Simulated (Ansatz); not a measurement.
Compare A (`C[CH2][GaH][NH2]`) with its isomer B (`CC[NH][GaH2]`).

Computed with Ansatz on PBE0-D4/def2-TZVP structures; ΔE is electronic, products minus reactants. CBS: MP2 limit from def2 TZ/QZ plus the TZ coupled-cluster correction, frozen cores. Functionals use def2-TZVPP. B3LYP here is the variant with VWN-RPA as its local correlation; programs differ in this. For Ga outer-core shells are correlated without core-valence functions, which leaves a few kJ/mol of doubt a bond. Scalar relativity is left out up to krypton. Each species was taken in one conformer, which may not be the lowest.

A:

Z-matrix (Å, degrees):
```
C
C 1 1.524
H 1 1.093 2 111.6
H 1 1.093 2 111.6 3 -119.8
H 1 1.094 2 112.0 3 120.1
Ga 2 1.971 1 114.5 3 59.8
H 2 1.096 1 110.7 3 -178.2
H 2 1.096 1 110.6 3 -62.1
N 6 1.820 2 116.8 1 -0.5
H 6 1.566 2 127.4 1 179.5
H 9 1.006 6 124.1 2 0.0
H 9 1.006 6 124.2 2 -180.0
```

B:

Z-matrix (Å, degrees):
```
C
C 1 1.520
H 1 1.094 2 110.9
H 1 1.094 2 111.1 3 -119.8
H 1 1.093 2 110.7 3 119.6
N 2 1.445 1 113.3 3 -59.5
H 2 1.095 1 109.4 3 179.7
H 2 1.099 1 109.1 3 64.1
Ga 6 1.815 2 127.7 1 -115.3
H 6 1.009 2 112.8 1 62.0
H 9 1.562 6 115.9 2 -1.8
H 9 1.561 6 116.8 2 178.6
```

(1) Which is lower in electronic energy at CCSD(T)/CBS, and by how much? (Estimate.)

(2) Give E(B) − E(A) in kJ/mol with MP2/def2-TZVPP, B3LYP, LDA (SPW92), PBE-D4, BLYP-D4, r2SCAN-D4, PBE0-D4. (An estimate is asked.)

(3) Does the order hold for the free energy at 298.15 K (harmonic terms from PBE0-D4)? (Best estimate.)

Largest T1 diagnostic: 0.014.

## Answers

(1) Ansatz gave: A, by 55.8 kJ/mol.

(2) The calculation gave: MP2/def2-TZVPP 54.9, B3LYP 46.4, LDA (SPW92) 40.5, PBE-D4 46.7, BLYP-D4 44.8, r2SCAN-D4 49.1, PBE0-D4 48.1. None reverses the order clearly.

(3) Ansatz gave: Yes: G(B) − G(A) = +55.3 kJ/mol, for one conformer each.

Leaving LDA and LC-ωPBE aside and taking each functional with its dispersion term where it has one, the values, not all of them listed here, spread over 11.3 kJ/mol, from B97M-V to PBE-QIDH. LDA lies −6.2 kJ/mol from PBE without D4. In def2-TZVPP, CCSD(T) changes the Hartree–Fock value by +8.1 kJ/mol (the triples alone add −0.1 kJ/mol) and MP2 by +13.1 kJ/mol.
